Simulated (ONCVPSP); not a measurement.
# Which change was made? (Ni, ONCV)

- Element: Ni (Z = 28)
- Generator: ONCVPSP 4.0.1
- Type: optimised norm-conserving Vanderbilt (ONCV)
- Functional: LDA (Perdew-Zunger)
- Relativity: fully relativistic
- Frozen core: [Ne] 3s2
- Valence charge: 16
- Reference configuration: 3p6 3d8 4s2
- Partial waves: 4s: rc 2.40 bohr, ncon 4, nbas 9, qcut 3.1 1/bohr, 3 projectors, debl 2.7 Ha; 3p: rc 0.90 bohr, ncon 4, nbas 8, qcut 13.4 1/bohr, 2 projectors, debl 1 Ha; 3d: rc 1.20 bohr, ncon 4, nbas 9, qcut 10.8 1/bohr, 2 projectors, debl 1 Ha; f scattering state at 0.06 Ha: rc 2.50 bohr, ncon 4, nbas 8, qcut 5 1/bohr, 3 projectors, debl 1.3 Ha
- Local potential: polynomial inside 0.90 bohr (lpopt 5, dvloc0 0 Ha)
- Core correction: Teter function, fcfact 1.5, rcfact 1.05

Open shells are filled in proportion to 2j + 1.

In the p channel the program set the typed energies aside and used -2.591, 0.250 Ha (j = l + 1/2; the other j can differ).

Cutoffs, loose and tight: the cutoffs (Ha) at which the residual kinetic energy of the hardest occupied pseudo-wave falls to 1 and 0.1 mHa per electron. They do not see the model core or the augmentation charge, which bear on the density cutoff. Test errors are all-electron minus pseudo excitation energies from the reference, over the configurations 3p6 3d8 4s1; 3p6 3d8 4s0; 3p6 3d7 4s0; 3p6 3d8 4s1 4p1; variants that change the core or the reference have their own tests.

The base gives: outcome: generated, projector energies reset by the program; cutoff, loose: 55 Ha; cutoff, tight: 144 Ha; bound ghosts: none; GHOST(+) flags above zero: s; largest test error (meV): -36.

**Question.** After one change the result is: outcome: generated, projector energies reset by the program; cutoff, loose: 72 Ha; cutoff, tight: 144 Ha; bound ghosts: none; GHOST(+) flags above zero: s; largest test error (meV): -36. Which change was it?
A. p: qcut 14
B. p: qcut 16
C. p: qcut 19.3

**Answer.** B. The others give: p: qcut 19.3 → outcome: generated, projector energies reset by the program; cutoff, loose: 87 Ha; cutoff, tight: 144 Ha; bound ghosts: none; GHOST(+) flags above zero: s; largest test error (meV): -36 | p: qcut 14 → outcome: generated, projector energies reset by the program, misses its reference levels by 0.30 eV; cutoff, loose: 57 Ha; cutoff, tight: 144 Ha; bound ghosts: p1/2; GHOST(+) flags above zero: s; largest test error (meV): -36.
